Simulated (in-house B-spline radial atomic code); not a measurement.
Stripping chlorine of all its electrons. The total binding energy is the sum of the 17 successive ionisation energies. Configuration: [Ne] 3s2 (3p1/2)2 (3p3/2)3. Computed with a B-spline radial code for spherical atoms: Dirac-Hartree-Fock, average of the jj configuration, Fermi nucleus of rms radius 3.3654 fm.

Dirac-Coulomb total energy: -460.9398 hartree. First-order corrections (hartree): Breit 0.1083, self-energy 0.07628, vacuum polarisation -0.005152, recoil 0.00595.

(1) What total binding energy follows, and how does it compare with the sum of NIST's ionisation energies?

(2) What share of the binding belongs to the last two electrons?

Answers

(1) 12537.8 eV from the corrected total, against 12556.4 ± 0.67 eV from NIST's table (measured, semi-empirical and theoretical entries, uncertainties added in quadrature). The table binds 18.7 eV more, 1.10 eV per electron, the size expected of the correlation energy that Hartree-Fock leaves out.

(2) 61 % by NIST's values (7604.6 eV).
